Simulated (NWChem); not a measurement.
C4H4S2; SMILES c1cc(sc1)S

```xyz
10

S     -0.0772    -2.1921     0.0000
C     -0.1980    -0.4215     0.0000
C     -1.3671     0.2952     0.0000
C     -1.1503     1.7081     0.0000
C      0.1712     2.0510     0.0000
S      1.1895     0.6395     0.0000
H      1.2695    -2.2653     0.0000
H     -2.3488    -0.1659     0.0000
H     -1.9543     2.4362     0.0000
H      0.6167     3.0364     0.0000
```
Atoms are numbered in this order, from 1.

This is a stationary point of B3LYP/6-31G* (spherical d) (NWChem), point group Cs. 

Q: Is it a minimum? If not, what does it relax to?

A: No. It has an imaginary frequency of 214i cm⁻¹. Following that mode (on a finer grid) lowers the energy by 2.1 kcal/mol and ends, with real frequencies alone, at point group C1:
```xyz
10

S      0.1861    -2.1188    -0.3901
C     -0.0675    -0.3799    -0.1665
C     -1.2671     0.2635     0.0134
C     -1.1385     1.6826     0.0754
C      0.1571     2.1038    -0.0625
S      1.2439     0.7745    -0.2878
H      0.6637    -2.4093     0.8435
H     -2.2067    -0.2701     0.1019
H     -1.9741     2.3583     0.2225
H      0.5350     3.1177    -0.0414
```
